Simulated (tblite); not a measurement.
C4H4FO2S (doublet state).
Geometry (GFN2-xTB, Å), atoms numbered from 1 in this order:
```
atom  x, y, z in Å
O1     1.0612    1.7825    0.1374
C2     0.3748    0.6021    0.1154
C3     1.1029   -0.5842    0.2524
O4     2.4360   -0.6831    0.4133
S5     0.1058   -2.0003    0.1675
C6    -1.4192   -0.9734    0.0311
F7    -2.2209   -1.1949    1.1373
C8    -0.9747    0.4357   -0.0531
H9     0.4357    2.5122    0.0796
H10    2.8042    0.2123    0.4206
H11   -2.0070   -1.3332   -0.8221
H12   -1.6977    1.2236   -0.1407
```

All values are computed: GFN2-xTB (tblite) harmonic vibrations without scaling, gas phase. Against measured fundamentals such values can be off by several per cent, at times by over 20. One conformer, not necessarily the lowest. Open shells enter through the occupations alone, without spin polarisation, and single modes of such species can be off by tens of per cent.

Harmonic wavenumbers (cm⁻¹): 82.9, 167.1, 244.4, 272.3, 289.6, 367.0, 397.8, 406.0, 412.1, 491.9, 514.7, 560.9, 612.6, 690.6, 733.9, 905.5, 960.8, 1034.8, 1110.5, 1149.2, 1185.4, 1239.4, 1252.6, 1271.1, 1502.0, 1548.4, 2893.7, 3153.2, 3464.2, 3557.5.

A = 2691, B = 1547, C = 1047 MHz; mass 134.992 u (most abundant isotopes); point group C1, symmetry number 1; spin multiplicity 2.

Q: What is the zero-point energy?

A: Half the sum of the wavenumbers: 16236 cm⁻¹ = 194.23 kJ/mol.

Q: Entropy at 350 K, 1 bar (ideal gas, RRHO, classical rotation)?

A: Translation 173.36, rotation 122.04, vibration 94.46, spin (R ln 2) 5.76: S = 395.6 J/(mol K).

Q: And Cp and H(350 K) − H(0)?

A: Cp = 147.49 J/(mol K), of which vibrations give 114.23 (their classical limit is 30 R = 249.4); H(350 K) − H(0) = 30.99 kJ/mol without the zero-point energy, 19.35 from vibrations.

Q: Blend soft modes into free rotors: weight 1/[1 + (100 cm⁻¹/ν̃)⁴] for the oscillator and the rest for a rotor with moment μB/(μ + B), μ = h/(8π²ν), B = 10⁻⁴⁴ kg m². What vibrational entropy results?

A: 91.74 J/(mol K) in place of 94.46, which changes −T·S at 350 K by +0.95 kJ/mol.

Q: What must be added to the electronic energy to get the Gibbs energy at 350 K and 1 bar?

A: ZPE + [H(350 K) − H(0)] − T·S = 194.23 + 30.99 − 138.47 = 86.75 kJ/mol.

Q: Which modes carry the vibrational entropy at 350 K?

A: 82.9 cm⁻¹: 17.31; 167.1 cm⁻¹: 11.60; 244.4 cm⁻¹: 8.62; 272.3 cm⁻¹: 7.80; 289.6 cm⁻¹: 7.34; 367.0 cm⁻¹: 5.64 J/(mol K); the other 24 give 36.16 together.

Hindered rotation and anharmonicity are outside this model. Other conformers, if any are populated, would add a mixing term that is left out. The structure is chiral; the term R ln 2 for an equal mix with its mirror image is left out.
